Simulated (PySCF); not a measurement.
**How methods differ on the ionisation energy of F⁷⁺**

F⁷⁺ 1s2 (1S) → F⁸⁺ 1s1 (2S), as a difference of total energies. Calculation: PySCF 2.14, in an uncontracted even-tempered set (15 s from 2.9 bohr⁻², ratio 2.5; 6 p from 4.5 bohr⁻², ratio 2.7; 3 d from 14 bohr⁻², ratio 2.7; 3 f from 20 bohr⁻², ratio 2.7); scalar relativity by spin-free X2C-1e. Correlated levels: nothing frozen; virtual orbitals above 40 to 60 times the deepest correlated orbital energy dropped. The calculations carry no spin-orbit coupling.

| method | ionisation energy (eV) |
| --- | --- |
| UHF | 952.86 |
| MP2 (all electrons) | 954.04 |
| SCS-MP2 (all electrons) | 954.28 |
| CCSD (all electrons) | 954.08 |

Problem. How much does correlation contribute at MP2 (all electrons)?

Solution. 954.04 − (952.86) = 1.18 eV, measured against UHF.

With two correlated electrons CCSD is exact in that space.

For comparison: 953.90 eV (theoretical estimate listed by NIST; NIST Atomic Spectra Database, ionization energies).
